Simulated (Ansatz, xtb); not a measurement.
Isomers of C4H8BNO in order of energy

5 gas-phase structures of C4H8BNO, from a drawn sample of its isomers (lower ones may exist). Each was relaxed with GFN2-xTB; where two conformers were screened, the lower at r2SCAN-D4/def2-SVP is listed:

A. `C=C/C=C/OBN`, a singlet
B. `CC1=CB(N)OC1`, a singlet
C. `NB1CC=COC1`, a singlet
D. `C=C1COB(N)C1`, a singlet
E. `C=C/C=C\OBN`, a singlet

Question: Make a reasoned guess at their ranking by r2SCAN-D4/def2-SVP single-point energy.

Answer: Calculated order at r2SCAN-D4/def2-SVP: B (0.0), D (8.8), E (28.0), A (28.2), C (39.5) kcal/mol. Less than 1 kcal/mol parts E and A, so the order within that pair means little.

Energies above the lowest of each column, in kcal/mol; the last columns are at B3LYP/def2-SVP geometries and were run for some of them only (a dash: not run or not comparable):

| structure | GFN2-xTB | HF/STO-3G | r2SCAN-D4/def2-SVP | B3LYP/def2-SVP | CCSD(T)/def2-SVP + ΔMP2/def2-TZVPP |
| --- | --- | --- | --- | --- | --- |
| B | 0.0 | 0.0 | 0.0 | 0.0 | 0.0 |
| D | 3.7 | 6.5 | 8.8 | 7.6 | 7.1 |
| E | 18.4 | 54.3 | 28.0 | 22.5 | 26.3 |
| A | 17.5 | 54.3 | 28.2 | – | – |
| C | 29.9 | 37.6 | 39.5 | – | – |

Every level run on B puts it lowest or level with the lowest. Flexible structures stand in one conformer each, not always the lowest. Frequencies (GFN2-xTB) were run for B, D, E alone. ΔMP2 is the change of the MP2 energy from the smaller to the larger basis.

Over these structures GFN2-xTB departs from r2SCAN-D4/def2-SVP by 3.6 kcal/mol on average once a common shift is removed. A GFN2-xTB relaxation took about 0.11 s and the r2SCAN-D4/def2-SVP energy about 1.5 s on a shared host (Ansatz 0.2.0, xtb 6.7.1).
